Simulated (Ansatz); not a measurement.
Basis sets compared for `C[Si](C)(C)O[Si](C)(C)O[Si](C)(C)O[Si](C)(C)O[Si](C)(C)O[Si](C)(C)C`. The state is a singlet with charge 0. Geometry PBE-D4/def2-SVP. Ansatz on 2 threads of AMD EPYC 7R13 on a shared host and a share (18 GiB) of an NVIDIA H100 80GB HBM3; times are rough, and most runs start from earlier orbitals.

Cartesian coordinates in Å:
```
C 3.589 -0.784 -1.377
Si 2.943 -2.534 -1.653
C 2.535 -2.821 -3.472
C 4.195 -3.813 -1.049
O 1.520 -2.686 -0.766
Si 0.431 -3.550 0.160
C -0.784 -4.435 -0.961
C 1.348 -4.718 1.311
O -0.435 -2.444 1.076
Si -0.219 -0.885 1.676
C 1.565 -0.616 2.185
C -1.427 -0.685 3.094
O -0.576 0.223 0.461
Si -1.512 0.263 -0.943
C -0.484 -0.357 -2.386
C -3.082 -0.731 -0.687
O -1.940 1.856 -1.213
Si -1.270 3.400 -1.209
C -2.094 4.376 -2.580
C 0.598 3.273 -1.410
O -1.632 4.161 0.234
Si -1.707 3.852 1.893
C -3.106 2.631 2.225
C -2.047 5.505 2.728
C -0.052 3.138 2.455
H 3.917 -0.638 -0.327
H 2.798 -0.036 -1.592
H 4.456 -0.567 -2.035
H 1.796 -2.075 -3.831
H 2.102 -3.832 -3.629
H 3.442 -2.737 -4.107
H 3.828 -4.848 -1.214
H 4.396 -3.693 0.036
H 5.161 -3.709 -1.586
H -1.287 -3.710 -1.634
H -1.567 -4.953 -0.371
H -0.271 -5.190 -1.592
H 0.642 -5.246 1.984
H 1.920 -5.481 0.744
H 2.066 -4.154 1.943
H 2.228 -0.750 1.307
H 1.717 0.407 2.584
H 1.868 -1.341 2.968
H -1.368 0.336 3.522
H -2.467 -0.855 2.750
H -1.208 -1.415 3.900
H -0.132 -1.391 -2.205
H 0.414 0.281 -2.516
H -1.066 -0.330 -3.329
H -3.700 -0.754 -1.607
H -2.833 -1.773 -0.399
H -3.694 -0.285 0.123
H -1.744 5.429 -2.584
H -1.876 3.933 -3.574
H -3.194 4.379 -2.438
H 1.080 4.268 -1.309
H 1.026 2.602 -0.636
H 0.866 2.864 -2.406
H -3.229 2.438 3.311
H -4.068 3.020 1.832
H -2.895 1.665 1.725
H -2.116 5.390 3.830
H -1.239 6.233 2.509
H -3.002 5.941 2.368
H -0.053 2.902 3.540
H 0.776 3.850 2.260
H 0.152 2.204 1.894
```

Single mean-field runs in def2-SVP, def2-TZVP are fitted with def2-universal-jkfit.

Binding counts from free atoms (C triplet, Si triplet, O triplet, H doublet) in the same basis, without a counterpoise term.

```tsv
level	functions	energy (Eh)	HOMO (eV)	LUMO (eV)	binding per atom (eV)	wall time
HF/6-31G	333	-2662.4789	-10.64	4.37	2.92	9.5 s
HF/def2-SVP	584	-2661.9790	-10.93	3.66	3.19	11 s
PBE-D4/def2-SVP	584	-2669.2490	-6.08	0.06	4.25	12 s
PBE0-D4/def2-SVP (with forces)	584	-2669.5587	-7.50	0.86	4.21	14 s
```

Problem. Estimate the rows for PBE-D4/def2-TZVP, PBE0-D4/def2-TZVP.

Solution. 
```csv
level,functions,energy (Eh),HOMO (eV),LUMO (eV),binding per atom (eV),wall time
PBE-D4/def2-TZVP,1063,-2670.9711,-6.25,-0.40,4.25,15 s
PBE0-D4/def2-TZVP,1063,-2671.2552,-7.61,0.36,4.20,16 s
```
